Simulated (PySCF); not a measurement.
A calculated (r2SCAN, PySCF 2.14, def2-SVP, no relativity, point nucleus) atom or ion has these occupied shells.

```csv
shell,electrons,orbital energy (eV),"rms radius, mean of both spins (bohr)"
1s α,1,-4864.1,0.0813
1s β,1,-4864.0,0.0813
2s α,1,-546.11,0.355
2s β,1,-545.37,0.355
2p α,3,-456.29,0.322
2p β,3,-455.70,0.322
3s α,1,-72.089,1.09
3s β,1,-70.093,1.09
3p α,3,-48.130,1.18
3p β,3,-45.991,1.18
3d α,2,-13.309,1.64
4s α,1,-10.925,3.51
```

Task: Name the element and its charge.

Result: Ti⁺ (titanium, charge +1), in [Ar] 3d2 4s1, high-spin 4F determinant.
